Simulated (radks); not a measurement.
Question: Neutral helium, [He]. All-electron calculation, non-relativistic Kohn-Sham, exchange-only B88, spin-polarised, spherical densities, point nucleus. Program: a radial shooting solver on a logarithmic mesh with Libxc functionals. Every spin shell is full or empty, so the densities are truly spherical. Functionals are evaluated on that one density, not self-consistently. Rank these exchange functionals by their error against the exact value of the orbitals, and give that value: LDA, B88, RPBE, PW86, WC, B86b, EV93, APBE, TPSS, revTPSS, MVS.

Answer: Exact: -1.01216 hartree. From best to worst, with 100 (|E| - |E exact|)/|E exact| (equal figures are ties): B86b +0.23, B88 +0.38, revTPSS +0.62, TPSS +0.70, MVS +0.78, APBE +0.90, RPBE +1.01, PW86 +1.20, WC -2.88, EV93 +5.45, LDA -13.60.
